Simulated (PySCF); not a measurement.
Working out the excitation energy of Ar⁺

Ar⁺ [Ne] 3s2 3p5 (2P) → Ar⁺ [Ne] 3s1 3p5 3d1 (high-spin determinant). Calculation: PySCF 2.14, in aug-cc-pV(D+d)Z; no relativity, point nucleus. Frozen: [Ne]. Energies in hartree (1 hartree = 27.21139 eV):

```csv
part,Ar⁺ (lower),Ar⁺ (upper)
UHF,-526.261706,-525.018348
CCSD correlation,-0.143165,-0.229523
(T),-0.002075,-0.028427
```

Task: What does Hartree-Fock give?

Result: (-525.018348) − (-526.261706) = 1.243358 hartree = 33.833 eV.

Task: What do CCSD and CCSD(T) give?

Result: The CCSD correlation energies differ by -0.086358 hartree = -2.350 eV and the triples by -0.026352 hartree = -0.717 eV, so CCSD gives 31.483 eV and CCSD(T) 30.766 eV.

One determinant mixes LS terms, so it does not stand for a single term.

The upper state lies above the first ionisation limit, where it may autoionise and the basis confines it.

The coupled-cluster amplitudes are large, so a single reference is strained.
